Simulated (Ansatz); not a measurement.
`[F][Sn]([F])([F])[SeH]` + HBr → `[F][Sn]([F])([F])[Br]` + H₂Se at 700 K and 1 bar (ligand exchange at the Sn–Se bond).

Computed with Ansatz on PBE0-D4/def2-TZVP structures; ΔE is electronic, products minus reactants. CCSD(T)/CBS adds triple-zeta CCSD(T) − MP2 to the extrapolated MP2 energy (def2 sets, frozen cores). Elements past krypton have def2 core potentials. For Br, Se, Sn outer-core shells are correlated without core-valence functions, which leaves a few kJ/mol of doubt a bond. Scalar relativity is left out up to krypton. One conformer a species, not always the lowest.

| species | CCSD(T)/CBS energy (Eh) | H − E (kJ/mol) | S (J/(mol·K)) |
| --- | --- | --- | --- |
| `[F][Sn]([F])([F])[SeH]` | -2914.83827 | 105.9 | 491.4 |
| HBr | -2573.91920 | 36.5 | 223.7 |
| `[F][Sn]([F])([F])[Br]` | -3086.86202 | 78.7 | 442.8 |
| H₂Se | -2401.89790 | 61.1 | 251.1 |

H − E and S are ideal-gas, rigid-rotor, harmonic terms from PBE0-D4/def2-TZVP, for one conformer and one mirror image of each species. 1 Eh = 2625.50 kJ/mol, R = 8.31446 J/(mol·K).

Task: By hand: ΔE, ΔH, ΔS and ΔG.

Result: ΔE = (-3086.86202) + (-2401.89790) − (-2914.83827) − (-2573.91920) = -0.00245 Eh = -6.4 kJ/mol. Δ(H − E) = 78.7 + 61.1 − 105.9 − 36.5 = -2.6, so ΔH = -9.0 kJ/mol. ΔS = 442.8 + 251.1 − 491.4 − 223.7 = -21.2 J/(mol·K). ΔG = -9.0 − 700 × (-21.2)/1000 = 5.8 kJ/mol.

Task: By hand: the equilibrium constant, and the temperature at which ΔG would vanish if ΔH and ΔS stayed fixed.

Result: log₁₀ K = −ΔG/(RT ln 10) = -0.4. ΔG = 0 at ΔH/ΔS = 425 K, though so small a ΔH makes that figure unsure.

TΔS isn't small against ΔH here. The sign of ΔG lies within the doubt. A doubt of 5 kJ/mol in ΔE shifts log₁₀ K by 0.4 here. Other conformers and mirror images would add mixing entropy, several J/(mol·K) or more a flexible species. Modes under 60 cm⁻¹, often nearly free rotors, make the harmonic entropy too high. These are equilibria of isolated gas molecules and say nothing of rates. Largest T1 diagnostic: 0.013 (customary marks: 0.02 for closed shells, 0.045 for open ones).
